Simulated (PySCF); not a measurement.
An element was calculated at PBE0 (PySCF 2.14, ECP, a double-zeta basis, no spin-orbit coupling), in the ground configurations that NIST lists.

| Quantity | Value |
| --- | --- |
| electron affinity | -0.213 eV |
| first ionisation energy | 7.385 eV |
| second ionisation energy | 16.815 eV |
| third ionisation energy | 28.353 eV |
| polarisability of the atom | 67.5 bohr³ |

Q: Which element is it?

A: Rhenium (Re, Z = 75), in aug-cc-pVDZ-PP with ECP60MDF. NIST lists 7.834, 16.6 ± 0.5, 27 ± 1.6 eV for these ionisation energies.
